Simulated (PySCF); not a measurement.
SMILES [CH3][Be][F] (CH₃BeF), B3LYP/def2-SVP optimised geometry.

```
6

Be     0.34     0.16     0.00
F      1.73     0.16     0.00
C     -1.32     0.15     0.00
H     -1.73     0.46     0.98
H     -1.73    -0.85    -0.22
H     -1.73     0.85    -0.76
```

Density from B3LYP/def2-TZVP in PySCF at that geometry.

Minimum of the electron density along straight lines between bonded atoms, close to the bond critical point (lines longer than 1.1 times the sum of covalent radii, or with two minima, are not listed):

```csv
bond,length / Å,ρ at the minimum / e bohr⁻³,∇²ρ there / e bohr⁻⁵,position (fraction from the first atom)
Be1–F2,1.389,0.133,1.29,0.36
Be1–C3,1.666,0.103,0.36,0.34
C3–H4,1.105,0.262,-0.84,0.64
C3–H5,1.105,0.262,-0.84,0.64
C3–H6,1.105,0.262,-0.84,0.64
```
